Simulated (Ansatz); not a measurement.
Molecule: sum formula H$_{3}$SiSO$_{3}$ (charge -1, singlet). It need not be the lowest isomer of its formula. Whether it binds its extra electron was not tested at this geometry. 
Coordinates optimised at B3LYP-D3(BJ)/def2-TZVP (Ansatz, a program for electronic structure):
```xyz
8

O      0.6120    -1.5238    -0.7663
Si     0.0079    -0.0361    -0.2752
O     -1.4858     0.0653    -1.0354
O      0.9574     1.0780    -1.0978
S     -0.0504     0.2293     1.7473
H      1.0925    -1.9060    -0.0267
H     -2.1661    -0.0436    -0.3651
H      1.0998     1.8304    -0.5168
```
Charge -1, spin multiplicity 1.

Basis-set convergence of Hartree-Fock and MP2 correlation energies (hartree) with Ansatz. Correlated levels leave the core frozen unless marked. No spin-orbit coupling. No relativistic terms. This anion needs diffuse functions, which these sets lack.

```csv
basis,functions,E(HF),"E(corr, MP2)"
cc-pV(D+d)Z,103,-913.04779,-0.78768
cc-pV(T+d)Z,210,-913.17661,-1.02398
cc-pV(Q+d)Z,383,…,…
```

### Question
Complete the blanks.

### Answer

- cc-pV(Q+d)Z, E(HF): -913.20725
- cc-pV(Q+d)Z, E(corr, MP2): -1.11202
